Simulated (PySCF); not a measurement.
NMR data simulated for an unnamed compound:

1H NMR (600 MHz, computed): δ 7.36 (s, 2H), 3.40 (m, 1H), 1.64 (d, 1H).

13C{1H} NMR (computed): δ 202.0 (C), 157.1 (CH), 81.1 (C), 79.5 (CH), 44.7 (CH).

Calculated, not measured (PySCF 2.14): shieldings: GIAO PBE0/pcSseg-1, coordinates at the GFN2-xTB level. No solvent model, one computed conformer, equivalent nuclei averaged, non-relativistic.

Shifts are taken against calculated references (same method and geometry level): 1H and 13C against TMS.

Which of these does the molecule contain: an aldehyde, an ester, a ketone, a CF3 group, a C≡C triple bond, a non-aromatic C=C double bond?

Results:


- An aldehyde: no.
- An ester: no.
- A ketone: yes (δC 202.0).
- A CF3 group: no.
- A C≡C triple bond: yes (δC 79.5, 81.1; δH 1.64 (d)).
- A non-aromatic C=C double bond: yes.

The data belong to `InChI=1S/C7H4O2/c1-2-5-6(8)3-4-7(5)9/h1,3-5H`; they needn't prove each group on their own.

Carbon signals by region: 1 in the far downfield region (above 160 ppm), 1 in the sp2 and nitrile region (100–160 ppm), 2 at 50–100 ppm, 1 below 50 ppm. Above 160 ppm: 202.0, ketone carbonyl carbon.

Shifts are as computed. Against solution values, carbons near 30 ppm lie about +3 ppm off and those near 130 ppm about +5 ppm. Of 1211 compounds with measured shifts, 218 miss one by over three times the rms of a fit or turn the order of signals round; such compounds aren't used in these exercises. Multiplicities follow the n + 1 count of equivalent neighbours, as no J values were calculated; m marks all less simple cases, F and P coupling included.
